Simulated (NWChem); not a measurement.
A series in which one site is exchanged, each optimised at PBE0/def2-SVP with NWChem, gas phase unless a solvent is named. For some, no frequency run checked for a minimum. def2 effective core potentials on I; no spin-orbit coupling.

A: [Cl][BeH] (BeHCl; site = H)
B: [F][Be][Cl] (BeClF; site = F)
C: [Cl][Be][I] (BeICl; site = I)
D: [Cl][Be][Cl] (BeCl2; site = Cl)

Question: Rank them by dipole (D), PBE0/def2-SVP, lowest first.

Answer: D (0.00), B (0.24), C (0.39), A (0.48)
